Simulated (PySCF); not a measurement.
**Calculated NMR parameters of N[Si@@H]([SiH3])c1ccccc1**

```yaml
Formula: C6H11NSi2
SMILES: N[Si@@H]([SiH3])c1ccccc1
Point_group_of_the_computed_structure: C1
Degrees_of_unsaturation: 4
Carbon_signals: 4
Proton_signals: 6
```

Mapped SMILES: `[NH2:1][Si@@H:2]([SiH3:3])[c:4]1[cH:5][cH:6][cH:7][cH:8][cH:9]1`. Each H is labelled by its parent atom.

Calculated, not measured (PySCF 2.14): coordinates at the PBE0-D3(BJ)/def2-SVP level, NMR shieldings at PBE0/pcSseg-1/GIAO. One averaged value for each set of equivalent atoms, non-relativistic Hamiltonian, no solvent, a single conformation.

Scale: 1H (31.27 ppm) and 13C (184.41 ppm) and 29Si (351.99 ppm) against TMS; 15N (265.67 ppm) against NH3 (reference shieldings calculated alike).

| carbon | δC, type | δH (multiplicity) | HMBC from (2–3 bonds) | span of the C tensor (ppm) |
| --- | --- | --- | --- | --- |
| C4 | 139.8, C | – | H(C5)/H(C9), H(C6)/H(C8), H(Si2), H(Si3) | 234 |
| C5/C9 | 140.4, CH | 7.95 (d) | H(C5)/H(C9), H(C6)/H(C8), H(C7), H(Si2) | 251 |
| C6/C8 | 133.5, CH | 7.49 (m) | H(C5)/H(C9), H(C6)/H(C8), H(C7) | 237 |
| C7 | 135.9, CH | 7.49 (m) | H(C5)/H(C9), H(C6)/H(C8) | 237 |

Other nuclei:
```tsv
atoms	nucleus	environment	δ (ppm)	σ (ppm)
H(Si2)	1H	hydrogen on a silicon bonded to C, N, Si	5.62	25.64
H(Si3)	1H	hydrogen on a silicon bonded to Si	3.40	27.86
H(N1)	1H	hydrogen on a nitrogen bonded to Si	0.34	30.93
Si2	29Si	silicon bonded to C, N, Si, H	-27.1	379.1
Si3	29Si	silicon bonded to Si, 3 H	-103.6	455.6
N1	15N	nitrogen bonded to Si, 2 H	10.7	255.0
```

1. Carbon types of the structure: 1 × C, 5 × CH, leaving 6 H on heteroatoms.
2. δC 140.4, 135.9, 133.5: aromatic CH.
3. δC 139.8: substituted aromatic carbon.
4. δH 7.95, 7.49, 7.49: hydrogen on an aromatic CH; aromatic region.
5. δH 5.62: hydrogen on a silicon bonded to C, N, Si.
6. δH 0.34: hydrogen on a nitrogen bonded to Si; exchangeable; this is the value without hydrogen bonding to other molecules.

The OH or NH signal is concentration- and solvent-dependent in practice; the value given is the gas-phase one. Shifts are as computed. Against solution values, carbons near 30 ppm lie about +2 ppm off and those near 130 ppm about +5 ppm. Of 1211 compounds with measured shifts, 218 miss one by over three times the rms of a fit or turn the order of signals round; such compounds aren't used in these exercises. Experimental scales use liquid or dissolved standards, which lie at an offset from isolated NH3 (liquid NH3: subtract about 20 ppm). Multiplicities follow the n + 1 count of equivalent neighbours, as no J values were calculated; m marks all less simple cases, F and P coupling included.
